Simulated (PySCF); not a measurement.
## Electronic structure of B⁺ (boron, charge +1) at the UHF level

Configuration: [He] 2s2, closed-shell 1S. Computed with PySCF 2.14 in Sapporo-DZP-2012 (4s3p1d, 18 functions), with scalar relativity by spin-free X2C-1e.

```json
{
 "Total energy": "-24.240087 hartree",
 "One-electron energy": "-30.3594 hartree",
 "Hartree (Coulomb) energy": "9.6127 hartree",
 "Exchange energy": "-3.4934 hartree",
 "⟨S²⟩": "0.0000",
 "⟨L²⟩": "0.000",
 "Sum of ⟨r⟩": "4.258 bohr",
 "Sum of ⟨r²⟩": "8.035 bohr²",
 "Langevin diamagnetic susceptibility": "-6.36 ×10⁻⁶ cm³/mol",
 "Time after the integrals": "0.05 s of wall time on 1 thread of Intel(R) Xeon(R) 6975P-C (shared host)"
}
```

| shell | electrons | mean orbital energy (hartree) | rms radius, mean of both spins (bohr) |
| --- | --- | --- | --- |
| 1s | 2 | -8.18663 | 0.378 |
| 2s | 2 | -0.87377 | 1.97 |
